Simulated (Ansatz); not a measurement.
A made-up structure of CH3ClTe, singlet:

| atom | x (Å) | y (Å) | z (Å) |
| --- | --- | --- | --- |
| Cl1 | -1.7458 | 0.1561 | -0.5431 |
| C2 | -0.1592 | -0.0916 | -0.4104 |
| Te3 | -0.1317 | 0.4556 | 1.4670 |
| H4 | 0.1336 | -1.2156 | -0.5705 |
| H5 | 0.4645 | 0.6144 | -1.1084 |
| H6 | 1.4386 | 0.0812 | 1.1655 |

It is relaxed with PBE-D4/def2-SVP and then PBE0-D4/def2-TZVP (Ansatz 0.2.0). Atoms count as bonded within 1.22 times the sum of their covalent radii (H–H: 0.88 Å). The end point is not checked to be a true minimum.

Q: Does its bonding change? (A judgement: the text doesn't fix the answer.)

A: Computed: Yes. Formed: none; broken: Cl1–Te3.

Where it ends: The first stage lowers the energy by 2.06 eV in 7 steps. It ends as CH₃ClTe ([Cl][CH2][TeH]):
Cl1  (-1.948, 0.102, -0.853)
C2  (-0.235, -0.096, -0.473)
Te3  (0.093, 0.449, 1.586)
H4  (0.032, -1.138, -0.625)
H5  (0.338, 0.557, -1.123)
H6  (1.720, 0.126, 1.488)
(Å)

Labels in which every atom is bracketed show which atoms are joined, not bond orders.

For scale, one of the runs: PBE0-D4/def2-TZVP relaxation, 136 basis functions, launched by `ansatz run in.yaml --threads 2 --pin off --events-out ev --progress --plain --max-ram 4352MiB`. The run took about 21 s on 2 CPU threads of an Arm Neoverse V2 (shared host).
